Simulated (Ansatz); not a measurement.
Au₂I⁺. The state is a triplet with charge 1. Geometry PBE0-D4/def2-TZVP, that of the neutral doublet; atoms count from 1.

```xyz
3

Au    0.068   -0.294    0.481
Au   -0.403    2.185    0.976
I     0.335   -1.892   -1.457
```

In the def2 sets Au, I take a core potential; there is no spin–orbit coupling. The structure comes from a short search, and lower isomers may exist.

Q: Estimate the Mulliken populations from the PBE0/def2-TZVP orbitals of Ansatz.

A: 
```json
{"atom": "Au1", "charge (e)": "0.24", "spin (α − β)": "0.39", "d electrons": "9.67"}
{"atom": "Au2", "charge (e)": "0.47", "spin (α − β)": "0.56", "d electrons": "9.84"}
{"atom": "I3", "charge (e)": "0.29", "spin (α − β)": "1.04", "d electrons": "–"}
```
Mulliken values and Mayer orders depend strongly on the basis.

Q: Where does the spin sit?

A: Summed by element: Au 0.96, I 1.04, of 2 unpaired in all. Largest on single atoms: I3 1.04, Au2 0.56, Au1 0.39.

Q: And the Mayer bond orders between bonded heavy atoms (over 0.3)?

A: Au1–Au2 0.74 (2.57 Å); Au1–I3 0.90 (2.53 Å).
